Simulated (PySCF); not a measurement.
Isomers of C7H7FO, one GFN2-xTB conformer each. Single-point energies are computed at PBE0/pcSseg-1 (PySCF, gas phase, no added dispersion term), electronic only.

Problem. Rank them by PBE0/pcSseg-1 energy, lowest first (kJ/mol).
A. `[OH:1][c:2]1[cH:3][cH:4][c:5]([CH2:6][F:7])[cH:8][cH:9]1` with H–O1–C2–C3 0°, C4–C5–C6–F7 180°
B. `C[C@@]12C=C[C@@H](O1)C(F)=C2`
C. `[OH:1][CH2:2][c:3]1[cH:4][cH:5][cH:6][cH:7][c:8]1[F:9]` with H–O1–C2–C3 61°, O1–C2–C3–C4 21° (2-fluorobenzyl alcohol)

Solution. A (0.0), C (7.3), B (240.8).

As drawn, the lowest has an aromatic ring and an O–H bond, which the highest lacks; the highest has a C=C bond outside aromatic rings, which the lowest lacks. Neighbours under 10 kJ/mol apart (Oc1ccc(CF)cc1 and OCc1ccccc1F) can change places with a better method, another conformer or zero-point energy. GFN2-xTB itself gives, in the same order: 0.0, 23.2, 154.7. Both levels put the same isomer lowest; measured from each level's own lowest isomer, the values differ by up to 86.1 kJ/mol (C[C@@]12C=C[C@@H](O1)C(F)=C2: 154.7 against 240.8).

Problem. Which frontier levels, dipoles and rotational constants go with these structures?

Solution. 
```
                      SMILES  HOMO (eV, PBE0/pcSseg-1)  LUMO (eV)  dipole (D)       A, B, C (MHz)
               Oc1ccc(CF)cc1                     -6.52      -0.38        2.94  4821, 939.7, 790.4
                 OCc1ccccc1F                     -7.23      -0.51        1.73   2473, 1488, 944.4
C[C@@]12C=C[C@@H](O1)C(F)=C2                     -6.49      -0.77        1.74    3090, 1586, 1340
```
